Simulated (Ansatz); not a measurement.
Geometry optimisation, RKS revPBE/def2-SVP in Ansatz.

The input (input.yaml):

```yaml
crystal:
  periodic: [false, false, false]
  atoms:
    - { symbol: Ge, position_ang: [0.0, 0.0, 0.0] }
    - { symbol: Cl, position_ang: [0.0, 0.0, 2.22] }
    - { symbol: H, position_ang: [1.4616, 0.0, -0.5162] }
    - { symbol: F, position_ang: [-0.7913, 1.3709, -0.5594] }
    - { symbol: Cl, position_ang: [-1.0456, -1.8115, -0.7393] }
basis:
  gaussian: { orbitals: def2-SVP }
hamiltonian:
  xc: revpbe
relax:
  f_tol: 0.02
  max_steps: 40
output:
  orbitals: {}
```

Command:

```bash
$ ansatz run input.yaml --threads 2 --pin off --max-ram 3072MiB --backend cpu --events-out ev --progress --plain --runs-dir out
```

Problem. Where does it end, and by what steps?

Solution. It converged. After 3 steps the energy has fallen by 0.139 eV; Ge1 moved furthest, 0.06 Å.

```tsv
step	energy less start (eV)	largest force component (eV/Å)	accepted
0	0.0000	2.624	yes
1	-0.1146	1.060	yes
2	-0.1388	0.117	yes
3	-0.1393	0.006	yes
```

```xyz
5
Properties=species:S:1:pos:R:3
Ge 0.033 -0.043 0.015
Cl -0.021 -0.003 2.175
H 1.478 -0.001 -0.521
F -0.824 1.376 -0.551
Cl -1.042 -1.771 -0.712
```

Run time: 6.7 s on 2 threads of Arm Neoverse V1, with other jobs on the host, peak memory 0.13 GiB.
